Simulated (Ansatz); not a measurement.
Consider the ligand exchange at a Ga–C bond: `C=[CH][GaH][F]` + HBr → `[F][GaH][Br]` + ethylene.

Program: Ansatz. Geometries: PBE0-D4/def2-TZVP. ΔE: electronic, gas phase. CBS: MP2 limit from def2 TZ/QZ plus the TZ coupled-cluster correction, frozen cores. This one scheme is used for every species. Functionals use def2-TZVPP. B3LYP here is the variant with VWN-RPA as its local correlation; programs differ in this. For Br, Ga outer-core shells are correlated without core-valence functions, which leaves a few kJ/mol of doubt a bond. Scalar relativity is left out up to krypton. One conformer a species, not always the lowest.

`C=[CH][GaH][F]`:

Z-matrix (Å, degrees):
```
C
C 1 1.332
H 1 1.088 2 122.2
H 1 1.088 2 122.3 3 180.0
Ga 2 1.936 1 120.9 3 0.0
H 2 1.087 1 118.8 3 180.0
F 5 1.763 2 115.4 1 179.6
H 5 1.557 2 129.9 1 -0.3
```

HBr:

```xyz
2

Br    0.531    0.364    0.300
H    -0.531   -0.364   -0.300
```

`[F][GaH][Br]`:

Z-matrix (Å, degrees):
```
Ga
F 1 1.745
Br 1 2.265 2 113.7
H 1 1.543 2 120.1 3 -180.0
```

`C=C`:

```xyz
6

C    -0.561   -0.262    0.234
C     0.561    0.262   -0.234
H    -1.395    0.360    0.541
H    -0.692   -1.334    0.328
H     1.395   -0.360   -0.542
H     0.693    1.334   -0.328
```

| level | ΔE (kJ/mol) |
| --- | --- |
| B3LYP-D4 | -128.3 |
| SCS-MP2/def2-QZVPP | -127.7 |

(1) What does CCSD(T)/CBS give? (Estimate.)

Largest T1 diagnostic among the species: 0.014.

## Answers

(1) The calculation gave: -125.4 kJ/mol. The listed levels differ from it by -2.9, -2.3 kJ/mol.

From PBE to PBE0 (25 % exact exchange), in def2-TZVPP and without D4, ΔE moves by −4.9 kJ/mol. At CCSD(T), def2-SVP lies −4.2 kJ/mol from the extrapolated value and def2-TZVPP +0.3 kJ/mol.
